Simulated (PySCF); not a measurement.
# HAsO₂ + 2 H₂O → AsH₅ + 2 O₂

Level: PBE0 in the def2-TZVP basis family, all electrons, no relativity, computed in PySCF with density fitting; open shells unrestricted.

```json
{"species": "HAsO₂", "state and structure": "singlet, C2v, As–H 1.517 Å, As–O 1.604 Å (×2); H–As–O 113.7° (×2), O–As–O 132.6°", "ZPE (kJ/mol)": "35.2", "H(298 K) − H(0) (kJ/mol)": "12.0", "S° (J/(mol K))": "266.6"}
{"species": "H₂O", "state and structure": "singlet, C2v, O–H 0.960 Å (×2); H–O–H 105.1°", "ZPE (kJ/mol)": "56.5", "H(298 K) − H(0) (kJ/mol)": "9.9", "S° (J/(mol K))": "188.7"}
{"species": "AsH₅", "state and structure": "singlet, D3h, As–H 1.529 Å (×3), As–H 1.604 Å (×2)", "ZPE (kJ/mol)": "98.8", "H(298 K) − H(0) (kJ/mol)": "11.5", "S° (J/(mol K))": "230.3"}
{"species": "O₂", "state and structure": "triplet, D∞h, O–O 1.193 Å", "ZPE (kJ/mol)": "10.3", "H(298 K) − H(0) (kJ/mol)": "8.7", "S° (J/(mol K))": "204.9"}
```

Q: Is the gas-phase reaction uphill or downhill in electronic energy at this level, and by how much?

A: At PBE0/def2-TZVP, ΔE = 799.4 kJ/mol, uphill. 

Q: Add zero-point, thermal and entropy terms for 298.15 K and 1 bar.

A: ΔZPE = -28.8 and Δ[H(298) − H(0)] = -2.9 kJ/mol give ΔH° = 767.7 kJ/mol. ΔS° = -3.9 J/(mol K), so ΔG° = 767.7 − 298.15 × (-0.0039) = 769 kJ/mol.

Only the bonding shown was studied: isomers, or loss of a ligand pair, can lie lower.
